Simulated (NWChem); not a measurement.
System: Si₂HCl₄, doublet; SMILES Cl[SiH][Si](Cl)(Cl)Cl

```xyz
7

Cl    -0.3130    -2.9891     0.0176
Si     1.0982    -1.4770     0.0678
Si     0.0477     0.6020    -0.0283
Cl    -1.2811     0.9277     1.5065
Cl    -0.9599     0.7973    -1.8052
Cl     1.5297     2.0263     0.0700
H      1.9303    -1.6242     1.3017
```
Atoms are numbered in this order, from 1.

Results from NWChem. Pople sets run with spherical d functions. Spin-unrestricted. The geometry was optimised at PBE0/def2-SVP, spin-unrestricted. No stability test was run on the SCF state. Vzz is the largest principal value of the second derivative of the potential at the nucleus (NWChem prints the opposite sign); η is the asymmetry. Non-relativistic.

Question: Estimate the computed values for PBE/6-31G*. Quantities: Vzz Cl1 (a.u.); η Cl1; Vzz Cl4 (a.u.); η Cl4; Vzz Cl5 (a.u.); η Cl5; Vzz Cl6 (a.u.); η Cl6.

Answer: 
```json
{
  "Vzz Cl1 (a.u.)": "2.082",
  "η Cl1": "0.20",
  "Vzz Cl4 (a.u.)": "2.125",
  "η Cl4": "0.04",
  "Vzz Cl5 (a.u.)": "2.160",
  "η Cl5": "0.03",
  "Vzz Cl6 (a.u.)": "2.108",
  "η Cl6": "0.04"
}
```
